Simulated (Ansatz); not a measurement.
Total energies of COSe, SMILES `O=C=[Se]`.

```xyz
3

O     0.773   -0.570    0.928
C     0.108   -0.079    0.129
Se   -0.880    0.649   -1.057
```

Charge 0, multiplicity 1. Correlated methods include outer-core shells of Se, which these sets cover unevenly. Scalar relativity is left out up to krypton. The geometry is a stationary point of PBE0-D4/def2-TZVP. Basis def2-TZVPP, Ansatz 0.2.0.

RPA on PBE orbitals: Hartree–Fock energy of these orbitals -2512.58850 Eh, correlation -0.95032 Eh (frozen core).

```
             functional  energy without D4 (Eh)  D4 term (kJ/mol)
            LDA (SPW92)             -2510.65247                 –
                    PBE             -2514.46899              -5.0
                 revPBE             -2514.72156             -15.2
                   BLYP             -2514.97485             -11.4
                 B97M-V             -2514.48360                 –
                   PBE0             -2514.53318              -4.2
                  B3LYP             -2514.97871              -8.3
                r2SCAN0             -2514.84505              -1.3
HSE06 (plane-wave form)             -2514.53149              -3.9
                  BHLYP             -2514.86478              -6.7
                ωB97X-V             -2514.67789                 –
                ωB97M-V             -2514.77952                 –
                 B2PLYP             -2514.49269                 –
               PBE-QIDH             -2514.19529                 –
```

(1) Give the same for r2SCAN, r2SCANh, CAM-B3LYP, LC-ωPBE. (Best estimate.)

B3LYP takes the VWN-RPA correlation (the form of Gaussian; ORCA's B3LYP/G). HSE06 is the plane-wave form, built on full-range PBE exchange. The double hybrids freeze the cores in their second-order part.

Answers

(1) The calculation gave: 
```json
{"functional": "r2SCAN", "energy without D4 (Eh)": "-2514.87826", "D4 term (kJ/mol)": "-1.0"}
{"functional": "r2SCANh", "energy without D4 (Eh)": "-2514.86455", "D4 term (kJ/mol)": "-1.1"}
{"functional": "CAM-B3LYP", "energy without D4 (Eh)": "-2515.02015", "D4 term (kJ/mol)": "-4.2"}
{"functional": "LC-ωPBE", "energy without D4 (Eh)": "-2514.52590", "D4 term (kJ/mol)": "–"}
```

LC-ωPBE has ω = 0.4 bohr⁻¹.
